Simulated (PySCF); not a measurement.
SMILES COB(O)O[SiH3], PBE0/def2-SVP optimised geometry.

```
13

B     -0.57     0.81     0.00
O     -1.28     1.98     0.00
H     -2.23     1.81     0.00
O      0.78     0.81     0.00
C      1.55     1.99     0.00
H      0.92     2.89    -0.04
H      2.17     2.03     0.91
H      2.23     1.99    -0.87
O     -1.23    -0.39     0.00
Si    -0.53    -1.92     0.00
H      0.30    -2.12    -1.22
H     -1.66    -2.89     0.00
H      0.31    -2.12     1.22
```

Density from PBE0/def2-TZVP run with PySCF at that geometry.

Minimum of the electron density along straight lines between bonded atoms, close to the bond critical point (lines longer than 1.1 times the sum of covalent radii, or with two minima, are not listed):

```tsv
bond	length / Å	ρ at the minimum / e bohr⁻³	∇²ρ there / e bohr⁻⁵	position (fraction from the first atom)
B1–O2	1.362	0.212	0.91	0.33
O2–H3	0.962	0.358	-2.47	0.81
B1–O4	1.359	0.211	0.92	0.33
O4–C5	1.404	0.259	-0.46	0.66
C5–H6	1.101	0.280	-0.98	0.65
C5–H7	1.102	0.279	-0.97	0.65
C5–H8	1.102	0.279	-0.97	0.65
B1–O9	1.369	0.204	0.87	0.33
O9–Si10	1.676	0.128	0.72	0.59
Si10–H11	1.492	0.122	0.14	0.49
Si10–H12	1.490	0.122	0.14	0.49
Si10–H13	1.492	0.122	0.14	0.49
```
